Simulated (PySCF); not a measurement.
**Predicted spectroscopic data**

[PySCF 2.14.0 with density-fitted response routines: shieldings: GIAO PBE0/pcSseg-1; GFN2-xTB geometry; B3LYP/pcJ-1 coupling constants (spin–dipole term left out of most H,H and C,H couplings); one computed conformer; relativity neglected; in vacuum; fast rotation and ring inversion assumed for equivalent nuclei]

Scale: 1H and 13C against TMS (reference shieldings calculated alike). Multiplet labels drop J under 1 Hz and among equivalent protons, and merge close values. Unscaled 3J(H,H) run several per cent high. Where no couplings were computed, multiplicities follow the n + 1 count of equivalent neighbours, and m marks all less simple cases (inequivalent or close neighbours, rings, F or P nearby). Shifts are as computed. Against solution values, carbons near 30 ppm lie about +3 ppm off and those near 130 ppm about +5 ppm. Of 1211 compounds with measured shifts, 218 miss one by over three times the rms of a fit or turn the order of signals round; such compounds aren't used in these exercises.

Compound 1 (C$_{5}$H$_{7}$N). 1H NMR (400 MHz, computed): δ 7.75 (d, J = 17.9 Hz, 1H), 7.20 (d, J = 17.9 Hz, 1H), 6.53 (dd, J = 18.2, 11.9 Hz, 1H), 5.97 (d, J = 18.2 Hz, 1H), 5.57 (dt, J = 11.9, 1.3 Hz, 1H), 4.48 (d, J = 1.6 Hz, 1H), 4.33 (d, J = 1.0 Hz, 1H). 13C{1H} NMR (computed): δ 164.5 (C), 152.5 (CH2), 142.0 (CH), 124.6 (CH2), 101.9 (CH2). Structure: SMILES C(=C)C(=C)N=C.

Compound 2 (C$_{9}$H$_{14}$Si). 1H NMR (400 MHz, computed): δ 7.69 (m, 2H), 7.63 (m, 2H), 7.63 (m, 1H), 0.25 (s, 9H). 13C{1H} NMR (computed): δ 145.3 (C), 138.9 (CH), 134.5 (CH), 132.9 (CH), -0.6 (CH3). Structure: `c1c([Si](C)(C)C)cccc1`.

Compound 3 (C$_{5}$H$_{7}$N). 1H NMR (400 MHz, computed): δ 7.86 (sext, J = 3.3 Hz, 1H), 3.38 (dt, J = 3.1, 2.3 Hz, 3H), 2.94 (tq, J = 3.8, 2.3 Hz, 2H), 1.52 (t, J = 4.0 Hz, 1H). 13C{1H} NMR (computed): δ 168.7 (CH), 85.8 (C), 76.9 (CH), 39.4 (CH3), 21.4 (CH2). Structure: SMILES C#CC/C=N\C.
